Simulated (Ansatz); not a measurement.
# C2H6BCl: structure from calculated spectroscopic constants

These gas-phase data were calculated for one isomer of C2H6BCl at B3LYP-D3(BJ)/def2-SVP (harmonic, unscaled wavenumbers; equilibrium rotational constants with average atomic masses):

| Quantity | Value |
| --- | --- |
| rotational constants | 7.49, 4.347, 2.847 GHz |
| all wavenumbers above 1500 cm⁻¹ | 3137, 3136, 3084, 3083, 3010, 3008 |
| dipole moment | 1.68 D (PBE0/def2-TZVPD) |

Candidates:

(1) `CB(C)Cl`, a singlet
(2) `CCBCl`, a singlet

Task: Which structure fits?

Result: Candidate (1). No mode falls between 2350 and 2900 cm⁻¹, where the B–H stretch of (2) would stand.

The same quantities for all candidates:

```
     rotational constants (GHz)         wavenumbers above 1500 cm⁻¹  dipole (D)  E above the lowest, B3LYP-D3(BJ)/def2-SVP (kcal/mol)
(1)          7.49, 4.347, 2.847  3137, 3136, 3084, 3083, 3010, 3008        1.68                                                   0.0
(2)          12.28, 3.305, 2.69  3116, 3114, 3035, 3012, 2989, 2632        1.43                                                  13.8
```

Harmonic stretches to hydrogen usually lie a few per cent above observed fundamentals. Each candidate is one conformer. Programs: Ansatz 0.2.0.
